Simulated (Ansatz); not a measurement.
A structure relaxed at r2SCAN-D4/def2-SVP in Ansatz, charge 1, singlet:

```tsv
atom	x (Å)	y (Å)	z (Å)
Al1	-2.289	0.578	-1.075
Al2	-0.832	-1.400	-0.384
Al3	1.964	1.013	0.913
Ga4	1.370	-1.468	0.611
Ga5	-0.213	1.277	-0.066
```

Question: Give its formula and point group.

Answer: Al₃Ga₂⁺ (the lowest singlet isomer of a short search). Point group Cs (tolerance 0.1 Å).

Question: Summarise the bond lengths by kind (pairs closer than 1.2 times the sum of covalent radii, bridged metal pairs left out).

Answer: 5 × Al–Ga 2.40 to 2.77 Å; 1 × Al–Al 2.55 Å.

The restricted singlet is unstable towards broken spin symmetry at other levels; at r2SCAN-D4/def2-SVP this wasn't settled. At r2SCAN-D4/def2-SVP a triplet of charge 1 lies 0.07 eV below the restricted singlet, each at its own geometry. The structure comes from a short search, and lower isomers may exist.
